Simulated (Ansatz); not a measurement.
Consider the formal hydrolysis of a C–C bond: `CC(C)Cc1ccccc1` + H₂O → `CC(C)CO` + `c1ccccc1`.

Isolated molecules relaxed with PBE0-D4/def2-TZVP in Ansatz; ΔE leaves out vibrations. CCSD(T)/CBS is the MP2 limit (def2-TZVPP, def2-QZVPP) plus CCSD(T) − MP2 in def2-TZVPP, frozen cores. This one scheme is used for every species. One conformer a species, not always the lowest.

```
             level  ΔE (kcal/mol)
SCS-MP2/def2-QZVPP           15.0
    CCSD/CBS(def2)           13.7
```

Problem. What does CCSD(T)/CBS give? (Best estimate.)

Solution. The calculation gave: +14.7 kcal/mol. The listed levels differ from it by 0.3, -1.0 kcal/mol.

Largest T1 diagnostic among the species: 0.010.

In def2-TZVPP, CCSD(T) changes the Hartree–Fock value by +6.8 kcal/mol (the triples alone add +1.0 kcal/mol) and MP2 by +9.8 kcal/mol. The D4 term adds +3.9 kcal/mol with B3LYP and +2.5 kcal/mol with PBE0; it sums over pairs of atoms, weighted by their polarisabilities, and B3LYP, whose exchange is more repulsive, gets the larger term.

B3LYP here is the variant with VWN-RPA as its local correlation; programs differ in this.
